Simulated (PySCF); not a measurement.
System: P$_{2}$H$_{3}$, charge 0, multiplicity 2. It need not be the lowest isomer of its formula. 
Coordinates optimised at B3LYP-D3(BJ)/def2-TZVP (Ansatz):
```xyz
5

P      0.9614    -0.4387     0.4296
P     -0.8856     0.3194    -0.4691
H      1.6950     0.7069     0.0100
H     -1.0442     1.5226     0.2657
H     -1.7869    -0.4398     0.3160
```
Charge 0, spin multiplicity 2.

Dispersion corrections to the total energy (kcal/mol) from the dftd3 and dftd4 libraries through PySCF: D3(BJ) without and D4 with the three-body term, each with the damping fitted for the functional named.

```json
[
 {"functional": "BP86", "D3(BJ)": "-4.07", "D4": "___"},
 {"functional": "revPBE", "D3(BJ)": "-5.84", "D4": "-6.34"},
 {"functional": "B3LYP", "D3(BJ)": "-4.40", "D4": "___"},
 {"functional": "LC-wPBE", "D3(BJ)": "-2.31", "D4": "-2.38"},
 {"functional": "BLYP", "D3(BJ)": "-5.33", "D4": "-4.73"},
 {"functional": "B2GP-PLYP", "D3(BJ)": "-2.25", "D4": "-0.86"},
 {"functional": "CAM-B3LYP", "D3(BJ)": "___", "D4": "-1.78"}
]
```

Task: Fill in the missing entries.

Result: 
- BP86, D4: -2.82
- B3LYP, D4: -3.47
- CAM-B3LYP, D3(BJ): -1.95
